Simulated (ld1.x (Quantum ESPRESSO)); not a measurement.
**What one change does to a pseudopotential (Sc, TM)**

Sc, norm-conserving Troullier–Martins (Kleinman–Bylander form), made with ld1.x (Quantum ESPRESSO) 7.5 (PW91, scalar-relativistic). Core [Ar], reference 3d1 4s1.5 4p0 (charge +0.5). Waves: 4s (bound): rc 2.80 bohr; 4p (bound, empty): rc 4.15 bohr; 3d (bound): rc 2.15 bohr. Local part: the d channel. Core correction: a·sin(br)/r model core inside 1.10 bohr.

Change: wave 3d (bound): rc 2.15 bohr becomes 3d (bound): rc 3.24 bohr.

Cutoffs: the cutoffs (Ry, on a coarse ladder) from which the occupation-weighted sum of valence levels, in a spherical-Bessel basis at the reference potential, stays within 10 and 1 mRy of its value at 400 Ry; they do not see the model core or the augmentation charge, which bear on the density cutoff. Errors are all-electron minus pseudo energies relative to the spin-unpolarised reference configuration.

Predict the effect on cutoff, ghosts and configuration errors.

The potential gets softer (40 Ry and 50 Ry → 21 Ry and 30 Ry); the bound ghosts move from p, s to s; the number of tests that count goes from 6 to 7; of the 6 tests that both files solve, the error grows in 4 and shrinks in 2 by more than 15 % and 0.3 meV (median size 15.6 → 21.8 meV). A larger radius leaves more room for a smooth pseudo-wave, so fewer plane waves are needed.

```csv
quantity,base,changed
"cutoff, loose",40 Ry,21 Ry
"cutoff, tight",50 Ry,30 Ry
loose cutoff by channel (10 mRy a level),"s 6 Ry, d 40 Ry","s 10 Ry, d 21 Ry"
bound ghosts,"s, p",s
"tests counted (converged, no solver errors)",6 of 7,7 of 7
"error for 3d1 4s2 4p0, meV [ΔE -2.77 eV]",0.0,-1.6
"error for 3d1 4s1 4p0, meV [ΔE 4.16 eV]",-1.0,-3.5
"error for 3d1 4s0 4p0, meV [ΔE 16.95 eV]",-24,-49
"error for 3d2 4s1 4p0, meV [ΔE -1.12 eV]",-117,-31
"error for 3d0 4s2 4p0, meV [ΔE 5.68 eV]",-320,+126
"error for 3d1 4s0 4p1, meV [ΔE 7.60 eV]",-7.5,-13
s: phases at 4.48 bohr within 0.05 rad from the reference energy up to (Ry; the scan ends near 5),0.5,0.6
p: phases at 4.48 bohr within 0.05 rad from the reference energy up to (Ry; the scan ends near 5),1.0,0.8
d: phases at 4.48 bohr within 0.05 rad from the reference energy up to (Ry; the scan ends near 5),0.1,-0.1
```

Base: Tests not counted: 3d0 4s2 4p1 (solver errors, printed error -25.0 eV). A true bound ghost makes a file unfit for plane-wave use even where its test errors are small: the radial tests pick states by their node count and pass the ghost by. Where a test does run into it, the solver fails or the error is huge.
